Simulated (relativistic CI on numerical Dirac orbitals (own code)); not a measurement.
Computed by Dirac-Coulomb-Breit CI, orbitals from a KLI potential per configuration, QED by a radiative potential, unscaled Slater integrals (own radial code, finite nucleus).

The strongest absorption lines from the ground level of an ion, among the configurations computed and to levels below about 1360 eV (vacuum wavelength in nm, gf): 1.2859 (0.76), 1.9235 (0.009), 1.9298 (0.0089), 2.3819 (0.88), 2.4249 (1.2), 2.4563 (0.32), 2.6324 (0.0094), 3.7017 (0.013).

(1) Which ion is it?
A. Bi⁶⁴⁺
B. Bi⁶²⁺
C. Ta⁵²⁺
D. Bi⁶⁰⁺

## Answers

(1) B. Bi⁶²⁺ has 21 electrons and the ground level 3s2.3p6.3d3 2D_3/2; the strongest line goes to 3s2.3p5.3d4 2F°_5/2. The pattern of lines fixes the number of electrons, and along that sequence the line energies rise steadily with the charge (about as its square where n changes within one kind of shell, about linearly where n is kept but much faster in heavy ions where fine structure, which grows about as Z⁴, sets the gap, and irregularly where shells cross), which fixes Z. Configurations outside the model, such as inner-shell arrays, can give stronger lines. At this charge energies of transitions that change n are usually good to better than 1 %, and those within a shell (Δn = 0) to a few per cent.

LS names give the leading component of a level, which can be under half, so a name can repeat, a term be missing and a line seem to break the LS rules.
